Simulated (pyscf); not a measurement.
Single points on ωB97X-D3(BJ)/def2-SVP structures (PySCF, gas phase).

**Question.** For the elementary gas-phase step Cl–GeH₂–GeH(Cl)–Cl → Cl–GeH(Cl)–Cl + GeH₂ [singlet] (singlet surface; Cl–Ge, Ge–Ge broken, Cl–Ge formed), what barrier and reaction energy does ωB97M-D3(BJ)/def2-TZVP give, measured from the reactant's lowest minimum found?

**Answer.** ΔE‡ = 42.8 kcal/mol, ΔE = +44.0 kcal/mol. Zero-point energy shifts the barrier by -1.3 kcal/mol. It is a 1,1-elimination, with an imaginary mode of 123i cm⁻¹. On the product side the descent ends in a bound adduct, 11.3 kcal/mol under the separated species and 2.8 kcal/mol under the saddle at ωB97X-D3(BJ)/def2-TZVP. At ωB97M-D3(BJ) the saddle lies under the separated products, which points to a path from their complex (located at ωB97X-D3(BJ) alone), and parting the products costs more than the saddle. At ωB97X-D3(BJ)/def2-TZVP the barrier from the zero used here is 44.9 kcal/mol. One saddle was located; it need not be the lowest between these sides. Elements up to Kr have no core potential and no relativistic terms here.
